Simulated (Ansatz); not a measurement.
CH$_{9}$N$_{3}$Si, SMILES `NC[SiH](N)N`. Total charge 0; spin multiplicity 1.

```xyz
14

N    -1.2172    1.2456   -1.0438
C    -0.7084    1.1650    0.3346
Si    0.4621   -0.2770    0.6443
N    -0.4955   -1.6847    0.3900
N     1.7860   -0.4064   -0.4357
H    -1.5869    0.3428   -1.3217
H    -0.4476    1.4351   -1.6760
H    -0.2070    2.1084    0.5754
H    -1.5634    1.1190    1.0212
H     1.0983   -0.1272    1.9912
H    -0.0513   -2.5890    0.3768
H    -1.4224   -1.7444    0.7801
H     2.6857   -0.0162   -0.2157
H     1.6676   -0.5710   -1.4208
```

(1) List the harmonic frequencies (cm⁻¹, unscaled) at PBE0-D4/def2-TZVP in Ansatz. (An estimate is asked.)

(2) Is this a minimum?

(3) Give the ideal-gas thermochemistry at 298.15 K and 1 bar (rigid rotor, harmonic oscillator; point group C1, symmetry number 1).

Answers

(1) Ansatz gave: 82, 147, 196, 215, 235, 270, 284, 380, 423, 444, 628, 676, 734, 795, 811, 869, 892, 915, 950, 1072, 1090, 1268, 1375, 1441, 1571, 1580, 1661, 2156, 3026, 3078, 3504, 3584, 3599, 3622, 3693, 3723.

(2) Yes, all 36 modes are real.

(3) Zero-point energy 305.0 kJ/mol; H(298) − E = 329.7 kJ/mol; entropy 362.9 J/(mol·K), of which translation 165.1, rotation 111.5, vibration 86.2; G(298) − E = 221.5 kJ/mol. Modes under 100 cm⁻¹ are hindered rotations or soft bends, so the harmonic entropy is rough.
